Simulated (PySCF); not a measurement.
Molecule: Fluorodihydroxyborane (B(O)(O)F, BFH2O2).

Mapped SMILES: `[OH:1][B:2]([OH:3])[F:4]`; H(Xn) means a hydrogen on atom n.

Spin–spin couplings on one PBE0-D3(BJ)/def2-SVP geometry, PySCF 2.14.0 with density-fitted response routines, gas phase, non-relativistic, equivalent pairs averaged; isotopes 11B, 19F, 17O, 1H; functional B3LYP.

Problem. How do the couplings (Hz) change with the basis set? Times are CPU seconds on shared hosts with different chips, so compare them loosely. Far from the basis limit: pcJ-0, 6-31G*, def2-TZVP, cc-pVTZ.

Solution. 
```tsv
basis set	functions	1J(B2,F4)	1J(O1,H(O1))	1J(O1,B2)	2J(O1,F4)	2J(O1,O3)	2J(B2,H(O1))	3J(O1,H(O3))	core-s
pcJ-0	58	-257.6	-53.2	-8.1	53.6	20.5	-2.4	-8.0	2.6
6-31G*	60	-42.3	-81.5	-28.1	24.2	13.7	-2.1	-5.7	2.6
pcJ-1	128	-120.6	-86.3	-21.2	36.5	16.8	-3.3	-7.7	6.8
def2-TZVP	136	-118.7	-77.1	-22.9	39.2	17.2	-3.7	-7.2	7.9
cc-pVTZ	148	-132.4	-65.1	-20.9	35.1	15.9	-2.7	-7.2	8
aug-cc-pVTZ-J	224	-104.9	-88.8	-23.0	36.1	16.4	-3.5	-7.9	18
pcJ-2	252	-105.6	-88.1	-22.6	37.0	16.3	-3.4	-7.8	19
```

The Fermi-contact term samples the wavefunction at the nucleus, which is why sets with added tight s functions (names with J) are made for couplings.
